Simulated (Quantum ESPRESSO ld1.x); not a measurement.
Values are calculated unless marked as measured or tabulated.
Species: Tm+. Configuration: [Xe] 4f13 6s1 (the NIST ground configuration). Code: ld1.x of Quantum ESPRESSO 7.5. Model: scalar-relativistic Kohn-Sham, LDA (Slater exchange, VWN5 correlation), spin-polarised, spherical densities, point nucleus; open shells are filled with parallel spins first.

X-ray form factor f0, the Fourier transform of the density (f0(0) = 68):

sin(theta)/lambda (1/angstrom),f0 (electrons)
0.05,67.097
0.1,64.757
0.15,61.649
0.2,58.220
0.25,54.700
0.3,51.244
0.4,44.923
0.5,39.593
0.6,35.130
0.8,28.092
1,23.020
1.25,18.869
1.5,16.285
2,12.784
